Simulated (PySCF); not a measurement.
A calculated (TPSS, PySCF 2.14, def2-TZVP, the non-relativistic Hamiltonian (point nucleus)) atom or ion has these occupied shells.

```csv
shell,electrons,orbital energy (eV),"rms radius, mean of both spins (bohr)"
1s α,1,-1798.2,0.129
1s β,1,-1798.1,0.129
2s α,1,-149.74,0.620
2s β,1,-149.65,0.620
2p α,3,-105.54,0.603
2p β,3,-105.40,0.603
3s α,1,-19.458,2.23
3s β,1,-18.372,2.23
3p α,1,-12.453,2.62
```

Problem. Name the element and its charge.

Solution. Si⁺ (silicon, charge +1), in [Ne] 3s2 3p1, 2P determinant.
